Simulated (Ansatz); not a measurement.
```yaml
crystal:
  periodic: [true, true, true]
  atoms:
    - {symbol: O, position_ang: [-1.305719, -0.610686, -0.639537]}
    - {symbol: B, position_ang: [-0.137106, -0.150073, -0.688174]}
    - {symbol: Ga, position_ang: [0.935948, 0.204774, 0.810531]}
    - {symbol: H, position_ang: [-2.138252, -0.906327, -1.216867]}
    - {symbol: H, position_ang: [-0.036485, 0.252580, -1.844887]}
    - {symbol: H, position_ang: [0.881341, 1.587452, 1.833160]}
    - {symbol: H, position_ang: [2.039782, -0.769234, 1.537003]}
basis:
  gaussian: {orbitals: cc-pVDZ}
magnetization: {spin_polarized: true, initial_magnetization: 0}
hamiltonian: {xc: {name: HF}}
correlation: {method: ccsd}
```

```sh
$ ansatz run in.yaml --threads 2 --pin off --events-out ev --progress --plain --max-ram 4352MiB
```

Output, abridged:

```
Error: YAML parse error: error: line 2 column 3: crystal: missing field `lattice` (a structure is typed as `lattice` and `atoms`, a molecule's as `atoms` in Å alone, or read from a run's directory, `checkpoint`)
 --> <input>:2:3
1 | crystal:
2 |   periodic: [true, true, true]
3 |   atoms:
4 |     - {symbol: O, position_ang: [-1.305719, -0.610686, -0.639537]}
```

In this input the molecule is marked periodic without a cell. The program refused the input.
